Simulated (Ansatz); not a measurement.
F4Si, singlet, at a GFN2-xTB geometry. Base run: HF/def2-SVP (Ansatz, a program for electronic structure).

Input for Ansatz:
Ansatz 0.2 input:
```yaml
crystal:
  periodic: [false, false, false]
  atoms:
    - {symbol: Si, position_ang: [0.00000000, -0.00000000, 0.00000000]}
    - {symbol: F, position_ang: [0.88552320, 0.90402113, 0.92229500]}
    - {symbol: F, position_ang: [-0.91389002, -0.91243756, 0.88560507]}
    - {symbol: F, position_ang: [-0.89400971, 0.90408216, -0.91401078]}
    - {symbol: F, position_ang: [0.92237653, -0.89566573, -0.89388928]}
basis:
  gaussian:
    orbitals: def2-SVP
hamiltonian:
  xc: hf
```

Each row names what was changed in the base input (with any setting that the change needs).

```json
[
 {"change": "base", "ΔE vs base (kcal/mol)": "0.000"},
 {"change": "lower_state_search = light", "ΔE vs base (kcal/mol)": "0.000"},
 {"change": "fitting.mean_field = def2-universal-JKFIT", "ΔE vs base (kcal/mol)": "(withheld)"},
 {"change": "lower_state_search = off", "ΔE vs base (kcal/mol)": "0.000"},
 {"change": "point_charge = charge:1.0 position_ang:-1.791, 3.9168, 1.516", "ΔE vs base (kcal/mol)": "0.71"},
 {"change": "point_charge = charge:-1.0 position_ang:1.8103, 3.7143, -1.9427", "ΔE vs base (kcal/mol)": "-2.34"},
 {"change": "lower_state_search = full", "ΔE vs base (kcal/mol)": "0.000"},
 {"change": "nuclear_model = gaussian", "ΔE vs base (kcal/mol)": "(withheld)"},
 {"change": "fitting.mean_field = cc-pVTZ-JKFIT", "ΔE vs base (kcal/mol)": "0.112"},
 {"change": "forces = on", "ΔE vs base (kcal/mol)": "0.000"},
 {"change": "point_charge = charge:0.5 position_ang:3.619, -2.3092, 1.5549", "ΔE vs base (kcal/mol)": "0.625"}
]
```

### Question
Some entries are withheld; supply them.

### Answer

- fitting.mean_field = def2-universal-JKFIT, ΔE vs base (kcal/mol): 0.214
- nuclear_model = gaussian, ΔE vs base (kcal/mol): 0.155
